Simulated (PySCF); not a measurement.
CH₃BrF₂OSn, singlet, geometry from GFN2-xTB (such geometries of metal compounds can be far from the true shape) (all electrons, no relativity), with bond 5-3 at 2.4 times its length; CASSCF(2,3)/STO-3G (PySCF).

Input for PySCF:
```python
from pyscf import gto, scf, mcscf
import numpy

mol = gto.Mole()
mol.atom = '''
    C    -3.11222087    0.49451057   -0.73948340
    O    -2.11359064    0.00622346    0.09617655
    Sn   -0.13382801    0.18626263   -0.33133735
    F     0.18404888   -0.63861143   -2.13672120
    F     0.81571080    4.86972223   -0.99391977
    Br    1.38556780   -0.78986124    1.36346411
    H    -3.07550776    1.58097766   -0.85359569
    H    -3.11951905    0.00970061   -1.71911917
    H    -4.03915389    0.23264799   -0.21696243
'''
mol.basis = 'sto-3g'
mol.verbose = 4
mol.build()

mf = scf.RHF(mol)
mf.kernel()
mc = mcscf.CASSCF(mf, 3, 2)
mc.fix_spin_(ss=0.0)
mc.kernel()
occ = numpy.linalg.eigvalsh(mc.fcisolver.make_rdm1(mc.ci, mc.ncas, mc.nelecas))[::-1]
ss = mc.fcisolver.spin_square(mc.ci, mc.ncas, mc.nelecas)[0]
print('natural occupations', occ.round(4), ' <S^2>', round(ss, 4))
```

Task: Write the output that PySCF gives for this input, abridged.

Result: 
```
PySCF version 2.14.0

[INPUT] verbose = 4
[INPUT] num. atoms = 9
[INPUT] num. electrons = 120
[INPUT] charge = 0
[INPUT] spin (= nelec alpha-beta = 2S) = 0
[INPUT] symmetry False subgroup None
[INPUT] Mole.unit = angstrom
[INPUT] Symbol           X                Y                Z      unit          X                Y                Z       unit  Magmom
[...]
nuclear repulsion = 942.148909458789
number of shells = 34
number of NR pGTOs = 204
number of NR cGTOs = 68
basis = sto-3g
ecp = {}

******** <class 'pyscf.scf.hf.RHF'> ********
method = RHF
initial guess = minao
damping factor = 0
level_shift factor = 0
DIIS = <class 'pyscf.scf.diis.CDIIS'>
diis_start_cycle = 1
diis_space = 8
diis_damp = 0
SCF conv_tol = 1e-09
SCF conv_tol_grad = None
SCF max_cycles = 50
direct_scf = True
direct_scf_tol = 1e-13
Set gradient conv threshold to 3.16228e-05
Initial guess from minao.
init E= -8795.62968890326
[...]
cycle= 1 E= -8816.26445124845  delta_E= -20.6  |g|= 0.671  |ddm|= 3.53
[...]
cycle= 2 E= -8803.7339031618  delta_E= 12.5  |g|= 0.83  |ddm|= 7.16
[...]
cycle= 3 E= -8816.47811276355  delta_E= -12.7  |g|= 0.461  |ddm|=  7.4
[...]
cycle= 4 E= -8816.55068739142  delta_E= -0.0726  |g|= 0.189  |ddm|= 0.55
[...]
cycle= 5 E= -8816.56452120835  delta_E= -0.0138  |g|= 0.127  |ddm|= 0.26

WARN: HOMO 0.0381373023061267 == LUMO 0.0381618202079076

cycle= 6 E= -8816.34548889955  delta_E= 0.219  |g|= 0.203  |ddm|= 3.36
[...]
cycle= 7 E= -8816.34997119204  delta_E= -0.00448  |g|= 0.187  |ddm|= 0.0563
[...]
cycle= 8 E= -8816.56830742287  delta_E= -0.218  |g|= 0.0873  |ddm|= 3.37
[...]
cycle= 9 E= -8816.35327786904  delta_E= 0.215  |g|= 0.175  |ddm|= 3.36
[...]
cycle= 10 E= -8816.35539433883  delta_E= -0.00212  |g|= 0.166  |ddm|= 0.0362
[...]
cycle= 11 E= -8816.35675499917  delta_E= -0.00136  |g|= 0.16  |ddm|= 0.0283
[...]
cycle= 12 E= -8816.35804999886  delta_E= -0.00129  |g|= 0.157  |ddm|= 0.0322
[...]
cycle= 13 E= -8816.3601377182  delta_E= -0.00209  |g|= 0.163  |ddm|= 0.0845
[...]
cycle= 14 E= -8816.56450919892  delta_E= -0.204  |g|= 0.113  |ddm|= 3.36
[...]
cycle= 15 E= -8816.56488658781  delta_E= -0.000377  |g|= 0.11  |ddm|= 0.00826
[...]
cycle= 16 E= -8816.35589037493  delta_E= 0.209  |g|= 0.165  |ddm|= 3.37
[...]
cycle= 17 E= -8816.35841897455  delta_E= -0.00253  |g|= 0.162  |ddm|= 0.0678
[...]
cycle= 18 E= -8816.56669671716  delta_E= -0.208  |g|=  0.1  |ddm|= 3.36
[...]
cycle= 19 E= -8816.36920581719  delta_E= 0.197  |g|= 0.231  |ddm|= 3.34
[...]
cycle= 20 E= -8816.36667752023  delta_E= 0.00253  |g|= 0.23  |ddm|= 0.0256
[...]
cycle= 21 E= -8816.38434792559  delta_E= -0.0177  |g|= 0.251  |ddm|= 0.188
[...]
cycle= 22 E= -8816.41750169392  delta_E= -0.0332  |g|=  0.3  |ddm|= 0.265
[...]
cycle= 23 E= -8816.40171018802  delta_E= 0.0158  |g|= 0.287  |ddm|= 0.119
[...]
cycle= 24 E= -8816.55951441804  delta_E= -0.158  |g|= 0.143  |ddm|=  3.3
[...]
cycle= 25 E= -8816.35284500686  delta_E= 0.207  |g|= 0.195  |ddm|= 3.38
[...]
cycle= 26 E= -8816.34038586801  delta_E= 0.0125  |g|= 0.231  |ddm|= 0.633
[...]
cycle= 27 E= -8816.56081128163  delta_E= -0.22  |g|= 0.135  |ddm|= 3.39
[...]
cycle= 28 E= -8816.41003495557  delta_E= 0.151  |g|= 0.283  |ddm|=  3.3
[...]
cycle= 29 E= -8816.56729400088  delta_E= -0.157  |g|= 0.118  |ddm|= 3.26
[...]
cycle= 30 E= -8816.63557313043  delta_E= -0.0683  |g|= 0.328  |ddm|= 2.76
[...]
cycle= 31 E= -8816.44540592413  delta_E= 0.19  |g|= 0.342  |ddm|= 0.919
[...]
cycle= 32 E= -8816.48605136312  delta_E= -0.0406  |g|= 0.368  |ddm|= 0.267
[...]
cycle= 33 E= -8816.70115674247  delta_E= -0.215  |g|= 0.231  |ddm|=  1.1
[...]
cycle= 34 E= -8816.61811554927  delta_E= 0.083  |g|= 0.345  |ddm|= 0.492
[...]
cycle= 35 E= -8816.69737356986  delta_E= -0.0793  |g|= 0.239  |ddm|= 0.468
[...]
cycle= 36 E= -8816.72461432315  delta_E= -0.0272  |g|= 0.147  |ddm|= 1.22
[...]
cycle= 37 E= -8816.74794632085  delta_E= -0.0233  |g|= 0.023  |ddm|= 0.584
[...]
cycle= 38 E= -8816.74318031798  delta_E= 0.00477  |g|= 0.0788  |ddm|= 0.171
[...]
cycle= 39 E= -8816.7479658851  delta_E= -0.00479  |g|= 0.0229  |ddm|= 0.163
[...]
cycle= 40 E= -8816.74840959009  delta_E= -0.000444  |g|= 0.00306  |ddm|= 0.0596
[...]
cycle= 41 E= -8816.74842492771  delta_E= -1.53e-05  |g|= 0.000915  |ddm|= 0.0187
[...]
cycle= 42 E= -8816.74839958486  delta_E= 2.53e-05  |g|= 0.00563  |ddm|= 0.0153
[...]
cycle= 43 E= -8816.74843289113  delta_E= -3.33e-05  |g|= 0.00219  |ddm|= 0.0242
[...]
cycle= 44 E= -8816.74840505157  delta_E= 2.78e-05  |g|= 0.00271  |ddm|= 0.0552
[...]
cycle= 45 E= -8816.74843043856  delta_E= -2.54e-05  |g|= 0.000735  |ddm|= 0.0426
[...]
cycle= 46 E= -8816.7482948735  delta_E= 0.000136  |g|= 0.0159  |ddm|= 0.192
[...]
cycle= 47 E= -8816.74846651296  delta_E= -0.000172  |g|= 0.000857  |ddm|= 0.118
[...]
cycle= 48 E= -8816.74838175386  delta_E= 8.48e-05  |g|= 0.00437  |ddm|= 0.147
[...]
cycle= 49 E= -8816.74839480383  delta_E= -1.3e-05  |g|= 0.000879  |ddm|= 0.0172
[...]
cycle= 50 E= -8816.74816955107  delta_E= 0.000225  |g|= 0.0133  |ddm|= 0.16
SCF not converged.
SCF energy = -8816.74816955107

******** <class 'pyscf.mcscf.mc1step.CASSCF'> ********
CAS (1e+1e, 3o), ncore = 59, nvir = 6
max_cycle_macro = 50
max_cycle_micro = 4
conv_tol = 1e-07
conv_tol_grad = None
orbital rotation max_stepsize = 0.02
orbital rotation threshold for CI restart = 0.01
augmented hessian ah_max_cycle = 30
augmented hessian ah_conv_tol = 1e-12
augmented hessian ah_linear dependence = 1e-14
augmented hessian ah_level shift = 1e-08
augmented hessian ah_start_tol = 2.5
augmented hessian ah_start_cycle = 3
augmented hessian ah_grad_trust_region = 3
kf_trust_region = 3
kf_interval = 4
ci_response_space = 4
ci_grad_trust_region = 3
with_dep4 0
natorb = False
canonicalization = True
sorting_mo_energy = False
ao2mo_level = 2
internal_rotation = False
******** <class 'pyscf.fci.addons.SpinPenaltyFCISolver'> ********
max. cycles = 50
conv_tol = 1e-08
davidson only = True
linear dependence = 1e-12
level shift = 0.001
max iter space = 12
nroots = 1
pspace_size = 400
spin = None
CASCI E = -8817.01396678268  S^2 = 0.0000000
Set conv_tol_grad to 0.000316228
macro iter   1 ( 16 JK    4 micro), CASSCF E = -8817.01821374111  dE = -4.24695843e-03  S^2 = 0.0000000
               |grad[o]|=0.0448  |grad[c]|=0.00387  |ddm|=0.0199  |maxRot[o]|=0.0629
macro iter   2 (  9 JK    2 micro), CASSCF E = -8817.01821454081  dE = -7.99704139e-07  S^2 = 0.0000000
               |grad[o]|=0.000687  |grad[c]|=1.74e-05  |ddm|=0.000194  |maxRot[o]|= 0.11
macro iter   3 (  6 JK    1 micro), CASSCF E = -8817.01821479811  dE = -2.57297870e-07  S^2 = 0.0000000
               |grad[o]|=0.000125  |grad[c]|=6.66e-06  |ddm|=3.15e-05  |maxRot[o]|=0.0799
macro iter   4 (  6 JK    1 micro), CASSCF E = -8817.01821505702  dE = -2.58909495e-07  S^2 = 0.0000000
               |grad[o]|=0.000111  |grad[c]|=7.28e-06  |ddm|=3.19e-05  |maxRot[o]|=0.0799
macro iter   5 (  6 JK    1 micro), CASSCF E = -8817.01821533043  dE = -2.73408659e-07  S^2 = 0.0000000
               |grad[o]|=9.89e-05  |grad[c]|=7.42e-06  |ddm|=2.86e-05  |maxRot[o]|=0.0799
macro iter   6 (  6 JK    1 micro), CASSCF E = -8817.01821559379  dE = -2.63360562e-07  S^2 = 0.0000000
               |grad[o]|=8.66e-05  |grad[c]|=7.23e-06  |ddm|=3.02e-05  |maxRot[o]|=0.0799
macro iter   7 (  6 JK    1 micro), CASSCF E = -8817.01821585302  dE = -2.59233275e-07  S^2 = 0.0000000
               |grad[o]|=7.75e-05  |grad[c]|=7.7e-06  |ddm|=3.11e-05  |maxRot[o]|=0.0799
macro iter   8 (  6 JK    1 micro), CASSCF E = -8817.01821609387  dE = -2.40854206e-07  S^2 = 0.0000000
               |grad[o]|=6.66e-05  |grad[c]|=7.88e-06  |ddm|=3.23e-05  |maxRot[o]|=0.0799
macro iter   9 (  6 JK    1 micro), CASSCF E = -8817.01821631808  dE = -2.24201358e-07  S^2 = 0.0000000
               |grad[o]|=5.87e-05  |grad[c]|=8.22e-06  |ddm|=3.36e-05  |maxRot[o]|=0.0799
macro iter  10 (  6 JK    1 micro), CASSCF E = -8817.01821651829  dE = -2.00214345e-07  S^2 = 0.0000000
               |grad[o]|=4.92e-05  |grad[c]|=8.37e-06  |ddm|=3.43e-05  |maxRot[o]|=0.0799
macro iter  11 (  6 JK    1 micro), CASSCF E = -8817.01821669410  dE = -1.75807145e-07  S^2 = 0.0000000
               |grad[o]|=4.21e-05  |grad[c]|=8.59e-06  |ddm|=3.52e-05  |maxRot[o]|=0.0799
macro iter  12 (  6 JK    1 micro), CASSCF E = -8817.01821684238  dE = -1.48282197e-07  S^2 = 0.0000000
               |grad[o]|=3.39e-05  |grad[c]|=8.7e-06  |ddm|=3.57e-05  |maxRot[o]|=0.0799
macro iter  13 (  1 JK    1 micro), CASSCF E = -8817.01821684238  dE =  0.00000000e+00  S^2 = 0.0000000
               |grad[o]|=2.76e-05  |grad[c]|=3.93e-07  |ddm|=    0  |maxRot[o]|=    0
1-step CASSCF converged in  13 macro ( 86 JK  17 micro) steps
CASSCF canonicalization
Density matrix diagonal elements [0.9994516  0.99869795 0.00185044]
CASSCF energy = -8817.01821684238
CASCI E = -8817.01821684238  E(CI) = -0.987457169854679  S^2 = 0.0000000
natural occupations [1.0002 0.9998 0.    ]  <S^2> 0.0
```

The run did not converge; its last values are not results.
